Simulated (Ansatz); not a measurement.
Basis-set extrapolation for `FCBCl` (PBE0-D4/def2-TZVP geometry, frozen core, Ansatz). Multiplicity 1, RHF reference.

```tsv
	def2-TZVPP	def2-QZVPP
HF	-623.343298	-623.363275
MP2 correlation	-0.704600	-0.765881
CCSD(T) correlation	-0.768362	not run
```

Energies in hartree. Use E(X) = E(∞) + A·exp(−7.88·√X) for Hartree–Fock and E(X) = E(∞) + B·X^(−2.97) for correlation, with X = 3 and 4, and add CCSD(T) minus MP2 of the smaller set to the MP2 limit.

Task: What is the CCSD(T) energy at the basis-set limit?

Result: HF limit: -623.363275 + (-0.019977) × 0.13774 = -623.36603. MP2 limit: -0.765881 + (-0.061281) × 0.74074 = -0.81127. Higher-order term: -0.768362 − (-0.704600) = -0.06376. Total: -624.24106 hartree, 81.2 kcal/mol below CCSD(T)/def2-TZVPP.
